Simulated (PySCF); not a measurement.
Isomers of C4H2F2O2, mass 120.002 u with the commonest isotopes. Computed with PBE0/def2-SVPD in PySCF (dipole) on a GFN2-xTB geometry, gas phase. One conformer each, none proved a minimum here; rigid rotors.

Problem. Order these by dipole moment, largest first.
A. `C1C(F)=C(F)C(=O)O1`
B. `FC1=COC(F)=CO1`
C. `FC1=C(F)OC=CO1`

Solution. A (4.13 D), C (2.79 D), B (0.00 D).

Problem. Order these by rotational constant B, largest first.
A. `FC1=COC(F)=CO1`
B. `FC1=C(F)OC=CO1`
C. `O=C1OCC(F)=C1F`

Solution. B (2427 MHz), C (2059 MHz), A (1514 MHz).

Problem. Order these by radius of gyration √(Σ m r²/M), largest first.
A. `C1=COC(=C(O1)F)F`
B. `O=C1OCC(F)=C1F`
C. `FC1=COC(F)=CO1`

Solution. C (1.880 Å), B (1.826 Å), A (1.763 Å).

```csv
SMILES,point group,Ia (u·Å²),Ib (u·Å²),Ic (u·Å²),κ,μa (D),μb (D),μc (D)
FC1=C(F)OC=CO1,C2v,164.63,208.20,372.83,0.25,2.79,0.00,0.01
O=C1OCC(F)=C1F,Cs,156.37,245.43,398.60,-0.19,3.46,2.26,0.00
FC1=COC(F)=CO1,C2h,90.04,333.88,423.92,-0.85,0.00,0.00,0.00
```
